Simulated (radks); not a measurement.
Cr, 24 electrons, occupied as [Ar] 3d5 4s1. All-electron calculation, non-relativistic Kohn-Sham, r2SCAN, spin-polarised, spherical densities, point nucleus; open shells are filled with parallel spins first; meta-GGA in the generalised Kohn-Sham scheme. Program: a radial shooting solver on a logarithmic mesh with Libxc functionals. Some entries of the table are withheld. Estimate them.

orbital,occ.,eigenvalue (hartree),<1/r> (bohr^-1)
1s down,1,-215.1389,23.52
1s up,1,-215.1382,23.52
2s up,1,-24.44581,4.992
2s down,1,-24.36764,5.003
2p up,3,(1),4.921
2p down,3,(2),4.932
3s up,1,-2.80342,1.544
3s down,1,-2.59588,1.536
3p up,3,(3),(4)
3p down,3,(5),(6)
4s up,1,-0.16931,0.3890
3d up,5,-0.14583,0.9848
4p up,0,-0.03874,0.2800

Answer. 
(1) 2p up eigenvalue (hartree): -20.70880
(2) 2p down eigenvalue (hartree): -20.64971
(3) 3p up eigenvalue (hartree): -1.75360
(4) 3p up <1/r> (bohr^-1): 1.413
(5) 3p down eigenvalue (hartree): -1.54446
(6) 3p down <1/r> (bohr^-1): 1.407
